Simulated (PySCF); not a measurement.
H6FN3Si (SMILES N[Si](N)(N)F), singlet, at a GFN2-xTB geometry. Base run: PBE0/6-31G, polarisability run with PySCF.

The PySCF input:
```python
from pyscf import gto, scf, dft
from pyscf.prop import polarizability

mol = gto.M(
    atom='''
N    -1.00724228   -0.99688349    0.98975073
Si   -0.00575575   -0.00780284   -0.00185603
N     0.61312638   -0.82986838   -1.38140093
N    -0.69340431    1.44067650   -0.61299095
F     1.13099764    0.48521643    1.04232761
H    -0.57030209   -1.52959510    1.72318767
H    -1.74182035   -1.53263075    0.56097203
H     1.10035778   -0.28563806   -2.07351480
H     1.07952115   -1.71167109   -1.24793684
H    -1.37833767    1.37042804   -1.34499962
H    -0.97517563    2.13392642    0.05981543
''',
    basis='6-31g',
    verbose=4,
)

mf = dft.RKS(mol)
mf.xc = 'pbe0'
mf.kernel()
alpha = mf.Polarizability().polarizability()[2, 2]
print('alpha_zz =', alpha)
```

The base run was repeated with changes; each row names its change, and settings that it needs were set with it.

```tsv
change	alpha_zz (bohr³)	basis functions	core-seconds (rough)
base	36.28	61	10
finite field (a.u.) = 2e-4; conv_tol = 1e-6	45.90	61	6
basis = 6-31G*	37.61	86	10
functional = pbe	38.54	61	9
basis = STO-3G	22.41	35	5
finite field (a.u.) = 2e-4; conv_tol = 1e-11	36.28	61	8
finite field (a.u.) = 0.05; conv_tol = 1e-11	37.18	61	10
finite field (a.u.) = 0.001; conv_tol = 1e-11	36.28	61	8
functional = camb3lyp	35.63	61	20
functional = hf	32.30	61	0.7
finite field (a.u.) = 0.001; conv_tol = 1e-6	36.66	61	6
finite field (a.u.) = 0.005; conv_tol = 1e-11	36.29	61	9
```

Finite-field rows take the second difference of the energy in a field along z; a small field with loose convergence shows SCF noise divided by the square of the field, and a large one adds hyperpolarisability.
